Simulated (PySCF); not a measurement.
**Radial density of Sb¹⁵⁺ (antimony, charge +15)**

r2SCAN0, [Kr], closed-shell 1S. Calculation: PySCF 2.14, in an uncontracted even-tempered set (20 s from 0.68 bohr⁻², ratio 2.5; 14 p from 0.88 bohr⁻², ratio 2.5; 9 d from 1.6 bohr⁻², ratio 2.5; 5 f from 7.1 bohr⁻², ratio 2.7; 4 g from 11 bohr⁻², ratio 2.7); scalar relativity by spin-free X2C-1e.

| r (bohr) | 4πr²ρ (e/bohr) |
| --- | --- |
| 0.0278 | 61.72 |
| 0.0467 | 59.65 |
| 0.0786 | 83.23 |
| 0.132 | 65.03 |
| 0.222 | 65.65 |
| 0.374 | 44.43 |
| 0.629 | 16.98 |
| 1.06 | 5.617 |
| 1.78 | 0.03788 |

Densities and radii are taken from the X2C orbitals without a picture-change correction, which distorts them close to the nucleus.
